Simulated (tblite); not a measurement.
p-xylene (C8H10), singlet, geometry from GFN2-xTB; GFN1-xTB run with tblite.

Here is a job for tblite.
```
$ tblite run mol.xyz --method gfn1 --charge 0 --spin 0 --json tblite.json --no-restart

# file mol.xyz
18

C      2.90010343     0.10407050     0.07787277
C      1.40316491     0.03832036     0.03106845
C      0.69680774     0.62920730    -1.00842597
C     -0.68465728     0.58487718    -1.04300050
C     -1.40253119    -0.05177108    -0.03913414
C     -2.90108119    -0.08331770    -0.06542841
C     -0.69623188    -0.64142983     1.00109676
C      0.68523148    -0.59706443     1.03569245
H      3.31899475     0.12674528    -0.92572707
H      3.21787642     1.01005545     0.59561790
H      3.30982381    -0.74990579     0.61248457
H      1.23551140     1.12768548    -1.80226716
H     -1.21364435     1.04918714    -1.86364012
H     -3.27853436    -0.98551728     0.41076665
H     -3.30198950     0.77524528     0.47493309
H     -3.27255782    -0.04106511    -1.08678823
H     -1.23473299    -1.14420713     1.79236000
H      1.21441655    -1.06557715     1.85381189
```

The log (banner, timings and long lists left out):

```
xTB calculator
 | screened Coulomb repulsion
 | Coulomb electrostatics
 |  * isotropic Klopman-Ohno-Mataga-Nishimoto electrostatics
 |  * onsite third-order electrostatics
 | DFT-D3(BJ) dispersion correction

halogen bonding energy    0.0000000000000E+00 Eh
repulsion energy          3.9757580175032E-01 Eh
dispersion energy        -7.9110066060015E-03 Eh
number of electrons       4.2000000000000E+01 e
integral cutoff           1.9731147476801E+01 bohr

------------------------------------------------------------
  cycle        total energy    energy error   density error
------------------------------------------------------------
      1     -22.30339527046  -2.2693060E+01   6.4957845E-01
      2     -22.30371536962  -3.2009916E-04   3.8906603E-01
      3     -22.30371550375  -1.3413246E-07   1.8596280E-03
      4     -22.30372205446  -6.5507086E-06   4.2855314E-04
      5     -22.30372228598  -2.3152187E-07   9.8367715E-05
      6     -22.30372229276  -6.7788974E-09   1.4314603E-05
------------------------------------------------------------

electronic energy        -2.2693387087907E+01 Eh
total energy             -2.2303722292763E+01 Eh

Post processing:
 | Mayer-Wiberg bond orders

[Info] JSON dump of results written to 'tblite.json'
```
